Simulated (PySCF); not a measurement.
Field gradients at the hydrogen positions

C7H11FOSi.
Structure used (GFN2-xTB), in Å, numbered top down from 1:
```xyz
21
C7H11FOSi angstrom
C      1.532   -1.802   -2.462
C      0.821   -0.922   -2.072
C     -0.028    0.154   -1.611
C      0.290    0.618   -0.187
F      1.443    1.405   -0.210
Si     0.636   -0.855    1.043
C     -0.784   -2.090    0.880
C     -0.853    1.398    0.389
C     -0.486    2.646    1.139
O     -1.990    0.990    0.291
H      2.149   -2.574   -2.815
H     -1.073   -0.168   -1.625
H      0.082    1.007   -2.291
H      1.951   -1.373    0.674
H      0.690   -0.247    2.379
H     -0.723   -2.858    1.643
H     -0.769   -2.583   -0.089
H     -1.742   -1.588    0.984
H     -0.054    3.364    0.444
H     -1.369    3.073    1.607
H      0.269    2.420    1.888
```

Level: PBE0/pcSseg-1 (PySCF, non-relativistic); Q(2H) = 0.00286 b; rigid geometry, the same for H and D, with no vibrational averaging.

Question: Rank these positions by the coupling χzz of a deuteron there, largest first.
A. H12 (methylene hydrogen)
B. H14 (Si–H hydrogen)
C. H16 (methyl hydrogen)
D. H21 (methyl hydrogen)
E. H17 (methyl hydrogen)
F. H11 (alkyne hydrogen)

Answer: F (267 kHz), C (220 kHz), E (216 kHz), D (209 kHz), A (195 kHz), B (111 kHz).

Q: What are Vzz, η and χzz (234.96 MHz × Q × Vzz) at all hydrogens?

A: 
```csv
atom,bonded to,bond length (Å),Vzz (au),η,χzz (kHz)
H11,C1,1.049,0.3970,0.01,267
H12,C3,1.094,0.2903,0.02,195
H13,C3,1.096,0.2941,0.05,198
H14,Si6,1.461,0.1645,0.02,111
H15,Si6,1.469,0.1578,0.03,106
H16,C7,1.085,0.3277,0.00,220
H17,C7,1.087,0.3208,0.01,216
H18,C7,1.087,0.3164,0.01,213
H19,C9,1.089,0.3109,0.04,209
H20,C9,1.087,0.3128,0.01,210
H21,C9,1.088,0.3114,0.04,209
```

Q: Average by the element that carries the hydrogen.

A: on C: 215 kHz over 9 positions, mean bond length 1.085 Å; on Si: 108 kHz over 2 positions, mean bond length 1.465 Å.

Q: How does χzz go with the bond length over the 9 C–H bonds?

A: A straight-line fit has a slope of -14.9 kHz for each 0.01 Å, with a correlation coefficient of -0.99, over lengths from 1.049 to 1.096 Å. The longer bonds have the smaller couplings here.

Isolated species at its GFN2-xTB geometry (one conformer only). GFN2-xTB bond lengths can be off by several hundredths of an ångström, more for odd bonds, and the gradients follow them. With a basis this small, the couplings can be 20 % off.
